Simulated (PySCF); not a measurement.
CH7Si2, SMILES [CH]([SiH3])[SiH3], multiplicity 2. Geometry: ωB97X-D3(BJ)/def2-SVP. The isomer is the one that the SMILES or the coordinates give; other isomers of the formula were not compared.

Computed equilibrium geometry at ωB97X-D3(BJ)/def2-SVP (PySCF confirms it by a frequency run) as a Z-matrix, and its point group:
point group C2v.
```
C
H 1 1.1001
Si 1 1.8572 2 116.58
H 3 1.4914 1 110.22 2 180.00
H 3 1.4954 4 108.89 1 -121.44
H 3 1.4954 4 108.89 5 -117.11
Si 1 1.8572 2 116.58 3 180.00
H 7 1.4914 1 110.22 2 -180.00
H 7 1.4954 8 108.89 1 121.44
H 7 1.4954 8 108.89 9 117.11
```
Charge 0, spin multiplicity 2.
